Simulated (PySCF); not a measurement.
HgI2, SMILES [I][Hg][I].

Geometry optimised at PBE-D3(BJ)/def2-SVP. The isomer is the one that the SMILES or the coordinates give; other isomers of the formula were not compared. The def2 effective core potentials stand for the cores of Hg, I; spin–orbit coupling is left out.

Computed with PBE/def2-TZVPD (PySCF).

Gas-phase values at a fixed geometry.

Computed frontier levels, gap, dipole moment and polarisability:
- highest occupied level: -6.62 eV
- lowest empty level: -3.71 eV
- orbital gap: 2.91 eV
- dipole moment: 0.00 D
- quadrupole, principal values (traceless, Buckingham form, about the centre of nuclear charge): -0.94, 0.47, 0.47 D·Å
- mean static polarisability: 120.8 bohr³ (17.90 Å³)
- polarisability, principal values: 82.1, 82.1, 198.3 bohr³
